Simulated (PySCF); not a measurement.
Isomers of CH4OSi. Isolated molecules, 0 K electronic values unless said otherwise. One relaxed conformer stands for each flexible species; it need not be the lowest. Strings in code marks are SMILES.

The vertical ionisation energy (Delta-SCF) from two functionals at the same geometries (B3LYP-D3(BJ)/def2-TZVP), both in PySCF: PBE-D3(BJ)/def2-TZVP and B3LYP-D3(BJ)/def2-TZVP. B3LYP has the VWN-RPA correlation part, as in Gaussian. Delta-SCF ions had no search for a lower state. 

```json
[
 {"species": "`C1O[SiH2]1`", "PBE-D3(BJ)/def2-TZVP (eV)": "10.02", "B3LYP-D3(BJ)/def2-TZVP (eV)": "10.12"},
 {"species": "`C=[SiH]O` (C–Si–O–H torsion 0°)", "PBE-D3(BJ)/def2-TZVP (eV)": "8.40", "B3LYP-D3(BJ)/def2-TZVP (eV)": "8.40"},
 {"species": "`[SiH](=O)C`", "PBE-D3(BJ)/def2-TZVP (eV)": "10.09", "B3LYP-D3(BJ)/def2-TZVP (eV)": "10.19"},
 {"species": "`C([SiH3])=O`", "PBE-D3(BJ)/def2-TZVP (eV)": "9.39", "B3LYP-D3(BJ)/def2-TZVP (eV)": "9.60"},
 {"species": "`OC=[SiH2]` (H–O–C–Si torsion 164°)", "PBE-D3(BJ)/def2-TZVP (eV)": "7.84", "B3LYP-D3(BJ)/def2-TZVP (eV)": "7.85"}
]
```

Over these rows, drawn at random from the members with no instability flagged (it was tested for open shells, ions and some series alone), PBE minus B3LYP-D3(BJ): mean -0.08 eV, from -0.21 eV to 0.00 eV.
